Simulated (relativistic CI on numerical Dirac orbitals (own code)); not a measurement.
## Au³⁺: N6,7 absorption edge

Computed with this model: Dirac-Coulomb-Breit CI, KLI orbitals optimised for each configuration, model QED (radiative potential, 1s self-energy scaled to tabulated hydrogen-like ionisation energies), valence Slater integrals scaled by 0.7, multiplet model of core-to-valence dipole absorption; configurations [Xe] 4f14 5d8 → [Xe] 4f13 5d9; 10 K; Lorentzian 0.3 eV and Gaussian 0.3 eV FWHM. Energies are those of the free ion, without screening or charge transfer. The branching ratio is the share of the lower-energy edge in the whole absorption, uncertain by about 0.02 where the edges overlap. S is read from ⟨S²⟩ = S(S + 1).

Field parameters in Wybourne normalisation: D3d B²₀ = −7Dσ, B⁴₀ = −14Dq − 21Dτ, B⁴₃ = −14√(10/7) Dq; D4h B²₀ = −7Ds, B⁴₀ = 21(Dq − Dt), B⁴₄ = 21√(5/14) Dq; Oh B⁴₀ = 21Dq, B⁴₄ = √(5/14) B⁴₀; Td as Oh with Dq negative (B⁴₀ = 21Dq, B⁴₄ = √(5/14) B⁴₀). The field is a parameter set, without covalency.

free ion: ground-state S = 0.96, centroid 81.69 eV, branching ratio 0.932. Peaks (eV, height): 81.5 (100), 84.9 (8).

D4h, 10Dq = 22800, Ds = 1920, Dt = -700 cm⁻¹: ground-state S = 0.99, centroid 84.00 eV, branching ratio 0.741. Peaks (eV, height): 82.8 (100), 83.3 (88), 86.5 (41).

Td, 10Dq = -6850 cm⁻¹: ground-state S = 0.97, centroid 82.00 eV. Peaks (eV, height): 81.7 (100), 85.3 (9).

D3d, 10Dq = 14250, Dσ = 320, Dτ = 210 cm⁻¹: ground-state S = 0.98, centroid 82.94 eV. Peaks (eV, height): 82.2 (100), 85.8 (25).

Oh, 10Dq = 17500 cm⁻¹: ground-state S = 0.99, centroid 83.17 eV. Peaks (eV, height): 82.4 (100), 86.0 (27).

Strongest unbroadened transitions for D3d, 10Dq = 14250, Dσ = 320, Dτ = 210 cm⁻¹:

| Energy (eV) | Relative strength |
| --- | --- |
| 82.08 | 53.9 |
| 82.15 | 63.3 |
| 82.18 | 86.3 |
| 82.33 | 100.0 |
| 82.34 | 18.4 |
| 82.38 | 63.0 |
| 82.43 | 1.3 |
| 82.53 | 2.8 |
| 82.59 | 7.2 |
| 85.65 | 1.3 |
| 85.76 | 23.5 |
| 85.77 | 28.5 |
| 85.79 | 3.4 |
| 85.84 | 1.2 |
| 85.90 | 25.0 |
| 85.97 | 1.6 |
| 85.98 | 1.1 |
| 86.14 | 1.4 |
